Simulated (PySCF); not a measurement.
**Correlation energy of Rh⁺ (rhodium, charge +1)**

[Kr] 4d8, high-spin 3F determinant. All numbers are calculated (PySCF 2.14, scalar relativity through the core potential, in def2-QZVPPD with the def2 core potential (28 electrons) (7s5p4d4f2g, 88 functions)). Frozen: nothing; 16 electrons correlated.

MP2 pair energies summed by pair of shells (mhartree):

```
 pair   energy  share (%)
4d-4d  -228.41       41.4
4p-4d  -191.00       34.6
4p-4p   -63.04       11.4
4s-4d   -32.66        5.9
4s-4p   -31.70        5.7
4s-4s    -5.26        1.0
```

Total MP2 correlation energy: -552.08 mhartree.

Same-spin part -168.32 and opposite-spin part -383.75 mhartree; SCS-MP2 scales them by 1/3 and 6/5 to -516.61 mhartree.

The basis has no tight functions for the innermost shells, so their pair energies are far from complete.

This basis was not built for core-valence correlation, so the inner-shell part is incomplete.
